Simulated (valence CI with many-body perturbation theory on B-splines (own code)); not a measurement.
# Forbidden lines of Ru IV

Computed by configuration interaction combined with many-body perturbation theory (CI+MBPT): five valence electrons over a frozen Dirac-Fock core [Kr], a basis of 7 s, 7 p, 8 d, 6 f, 4 g, 1 h functions for each j, with the one-electron correlation potential Σ1 (screened to all orders), the two-electron term Σ2, the three-electron term Σ3, Breit, model QED; selected single and double excitations, second order for the rest, scaled by the run's own slope (own B-spline code, finite nucleus).

No measured levels were compared; by estimate terms of the open shell hold to 2 to 4 % of their energy, and close levels can change places; different configurations can be misplaced against each other by 1,000 to 8,000 cm⁻¹. Core correlation moves these levels by up to 16000 cm⁻¹, and in measured spectra 5 to 20 % of such shifts remained as error; rates that hang on mixing are uncertain with them. Among the levels kept, up to 2100 cm⁻¹ of a level comes from second order outside the variational space, and about a tenth of that is noise between levels of different J, which matters for small intervals. Only levels of the ground parity were solved; by the run's estimate the other parity begins above the list, which can be wrong where configurations are misplaced.

Lines 1 to 50 of 119 in falling wavelength, among levels below 103180 cm⁻¹, chosen from the decays that carry over 1 % of a level's rate. Wavelengths and rates use the calculated energies, so an error of 2000 cm⁻¹ moves a line at 61300 Å by 120 % and its rate by three times that or more. Electric multipoles are in the length gauge, E1 and E2 with the static RPA response of the core. Weak lines are less certain than strong ones. Lines between different terms over intervals too small for the method are left out, as are lines whose strength nearly cancels. Intervals below about 2000 cm⁻¹, as at the head of this list, are uncertain by tens of per cent. Branching is blank where the lifetime is uncertain.

Names give the largest LS component (configuration and term), which can be under half, so a name can repeat, a term be missing and a line seem to break the LS rules; names also repeat where a configuration has a term twice. Letters in brackets count levels of one name in rising energy.

| λ vac (Å) | Upper | Lower | Type | A (s⁻¹) | Branch % |
| --- | --- | --- | --- | --- | --- |
| 2.002e+06 | 4d5 4G_9/2 | 4d5 4G_11/2 | M1 | 4.36e-06 | 2.2 |
| 8.933e+05 | 4d5 4G_11/2 | 4d5 4G_7/2 | E2 | 2.62e-15 |  |
| 6.176e+05 | 4d5 4G_9/2 | 4d5 4G_7/2 | M1 | 1.92e-04 | 97.5 |
| 3.879e+05 | 4d5 4G_7/2 | 4d5 4G_5/2 | M1 | 7.24e-04 | 88.1 |
| 1.870e+05 | 4d5 2I_13/2 | 4d5 2I_11/2 | M1 | 1.80e-03 | 18.6 |
| 1.449e+05 | 4d5 4P_1/2 | 4d5 4P_3/2 | M1 | 1.76e-02 | 95.3 |
| 85960 | 4d5 4F_3/2 | 4d5 4F_5/2 | M1 | 5.63e-02 | 2.4 |
| 75420 | 4d5 4D_5/2 | 4d5 4D_7/2 | M1 | 4.47e-02 | 1.6 |
| 69070 | 4d5 2G_9/2 [a] | 4d5 2G_7/2 [a] | M1 | 2.00e-02 | 1.4 |
| 61300 | 4d5 4F_5/2 | 4d5 2D_3/2 [a] | M1 | 5.90e-02 | 4.1 |
| 48290 | 4d5 4D_1/2 | 4d5 4P_1/2 | M1 | 2.43e-01 | 71.2 |
| 41890 | 4d5 2F_5/2 [a] | 4d5 2F_7/2 [a] | M1 | 1.00e-01 | 1.9 |
| 41430 | 4d5 4D_7/2 | 4d5 4P_5/2 | M1 | 1.25e-01 | 57.1 |
| 40440 | 4d5 2H_9/2 | 4d5 4F_9/2 | M1 | 1.27e-01 | 5.3 |
| 36220 | 4d5 4D_1/2 | 4d5 4P_3/2 | M1 | 9.71e-02 | 28.5 |
| 35870 | 4d5 2G_9/2 [a] | 4d5 2H_9/2 | M1 | 2.15e-01 | 14.7 |
| 35780 | 4d5 4F_3/2 | 4d5 2D_3/2 [a] | M1 | 8.64e-02 | 3.8 |
| 31960 | 4d5 2G_7/2 [a] | 4d5 4F_5/2 | M1 | 5.31e-02 | 8.1 |
| 30480 | 4d5 4D_5/2 | 4d5 4P_3/2 | M1 | 4.38e-02 | 1.6 |
| 30260 | 4d5 4D_3/2 | 4d5 4P_3/2 | M1 | 2.45e-01 | 12.2 |
| 29800 | 4d5 2F_7/2 [a] | 4d5 2D_5/2 [a] | M1 | 2.68e-01 |  |
| 26740 | 4d5 4D_5/2 | 4d5 4P_5/2 | M1 | 1.31e-01 | 4.8 |
| 26680 | 4d5 2G_9/2 [a] | 4d5 2F_7/2 [a] | M1 | 8.49e-02 | 5.8 |
| 26570 | 4d5 4D_3/2 | 4d5 4P_5/2 | M1 | 8.21e-02 | 4.1 |
| 26230 | 4d5 2G_7/2 [a] | 4d5 4F_9/2 | M1 | 5.48e-02 | 8.4 |
| 26010 | 4d5 2G_7/2 [a] | 4d5 4F_7/2 | M1 | 1.88e-01 | 28.8 |
| 20630 | 4d5 2F_5/2 [a] | 4d5 2D_3/2 [a] | M1 | 1.74e-01 | 3.3 |
| 20500 | 4d5 4D_7/2 | 4d5 4G_9/2 | M1 | 2.67e-02 | 12.2 |
| 19840 | 4d5 4D_7/2 | 4d5 4G_7/2 | M1 | 3.68e-02 | 16.8 |
| 19010 | 4d5 2G_9/2 [a] | 4d5 4F_9/2 | M1 | 8.43e-02 | 5.8 |
| 17680 | 4d5 2G_7/2 [a] | 4d5 2D_5/2 [a] | M1 | 2.45e-02 | 3.8 |
| 17410 | 4d5 2F_5/2 [a] | 4d5 2D_5/2 [a] | M1 | 1.36e+00 | 26.2 |
| 15030 | 4d5 2D_5/2 [a] | 4d5 4D_5/2 | M1 | 1.31e-01 | 2.4 |
| 13340 | 4d5 2H_9/2 | 4d5 2I_11/2 | M1 | 2.03e-01 | 8.5 |
| 12530 | 4d5 2D_5/2 [a] | 4d5 4D_7/2 | M1 | 6.39e-02 | 1.2 |
| 11810 | 4d5 4F_7/2 | 4d5 4D_5/2 | M1 | 8.16e-02 |  |
| 11540 | 4d5 2H_11/2 | 4d5 2I_13/2 | M1 | 5.38e-01 |  |
| 10920 | 4d5 4F_5/2 | 4d5 4D_3/2 | M1 | 3.30e-02 | 2.3 |
| 10890 | 4d5 4F_5/2 | 4d5 4D_5/2 | M1 | 3.81e-01 | 26.6 |
| 10870 | 4d5 2H_11/2 | 4d5 2I_11/2 | M1 | 1.19e+00 |  |
| 10340 | 4d5 2I_11/2 | 4d5 4G_9/2 | M1 | 4.58e-02 |  |
| 10280 | 4d5 2I_11/2 | 4d5 4G_11/2 | M1 | 1.52e-01 |  |
| 10210 | 4d5 4F_7/2 | 4d5 4D_7/2 | M1 | 1.60e-02 |  |
| 10180 | 4d5 4F_9/2 | 4d5 4D_7/2 | M1 | 4.00e-01 | 30.5 |
| 10070 | 4d5 2D_5/2 [a] | 4d5 4P_3/2 | M1 | 3.22e-01 | 5.9 |
| 9991 | 4d5 2F_7/2 [a] | 4d5 4D_5/2 | M1 | 5.64e-02 |  |
| 9862 | 4d5 2D_3/2 [a] | 4d5 4P_1/2 | M1 | 2.86e-01 | 13.2 |
| 9747 | 4d5 2I_13/2 | 4d5 4G_11/2 | M1 | 7.80e-03 | 80.8 |
| 9722 | 4d5 2G_9/2 [a] | 4d5 2I_11/2 | M1 | 3.47e-01 | 23.7 |
| 9689 | 4d5 4F_3/2 | 4d5 4D_3/2 | M1 | 8.54e-01 | 37.1 |
